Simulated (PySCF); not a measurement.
Theoretical values (PySCF 2.14): shielding tensors at PBE0/pcSseg-1 (GIAO), GFN2-xTB structure. Gas phase, one conformer, no relativistic terms, rapidly exchanging positions averaged.

Shifts are taken against calculated references (same method and geometry level): 1H, 13C vs TMS. Shifts are as computed. Against solution values, carbons near 30 ppm lie about +3 ppm off and those near 130 ppm about +5 ppm. Of 1309 compounds with measured shifts, 239 miss one by over three times the rms of a fit or turn the order of signals round; such compounds aren't used in these exercises. OH and NH positions are gas-phase values without hydrogen bonding to other molecules.

(1) Order these molecules by the shift of their most deshielded carbon, lowest δ first.
A. C=CCN([SiH3])[SiH3]
B. C1CN[SiH2][SiH2]C1
C. [SiH3]C#C[SiH2][SiH2]O[SiH3]
D. C[Si@H]1[SiH2][Si@H](C=O)[SiH2]1
E. C#C[Si]([SiH3])([SiH3])O[SiH3]
F. O=CC[SiH]1[SiH2][SiH2][SiH2]1

(2) Order these molecules by the shift of their most shielded carbon-bound hydrogen, lowest δ first.
A. C1CN[SiH2][SiH2]C1
B. C=CCN([SiH3])[SiH3]
C. C#CC[SiH2]C
D. C#C[Si]([SiH3])([SiH3])O[SiH3]

(3) How many 13C and 1H signals does each give (equivalence by symmetry and fast rotation, but not about amide C–N or C=N bonds)? `C[Si@H]1[SiH2][Si@H](C=O)[SiH2]1`, `C1CN[SiH2][SiH2]C1`, `C=CCN([SiH3])[SiH3]`, `[SiH3]C#C[SiH2][SiH2]O[SiH3]`, `C#CC[SiH2]C`, `C#C[Si]([SiH3])([SiH3])O[SiH3]`, `O=CC[SiH]1[SiH2][SiH2][SiH2]1`

## Answers

(1) B (48.7 ppm, sp3 CH2 bonded to N), E (109.0 ppm, terminal alkyne carbon), C (117.0 ppm, alkyne carbon), A (143.9 ppm, alkene CH), F (213.4 ppm, aldehyde carbonyl carbon), D (259.8 ppm, carbonyl carbon).

(2) C (0.32 ppm, hydrogen on a methyl carbon bonded to Si), A (1.19 ppm, hydrogen on an sp3 CH2 bonded to Si), D (2.56 ppm, hydrogen on a terminal alkyne carbon), B (3.61 ppm, hydrogen on an allylic sp3 CH2 bonded to N).

(3) C[Si@H]1[SiH2][Si@H](C=O)[SiH2]1: 2 C, 6 H; C1CN[SiH2][SiH2]C1: 3 C, 6 H; C=CCN([SiH3])[SiH3]: 3 C, 5 H; [SiH3]C#C[SiH2][SiH2]O[SiH3]: 2 C, 4 H; C#CC[SiH2]C: 4 C, 4 H; C#C[Si]([SiH3])([SiH3])O[SiH3]: 2 C, 3 H; O=CC[SiH]1[SiH2][SiH2][SiH2]1: 2 C, 7 H.
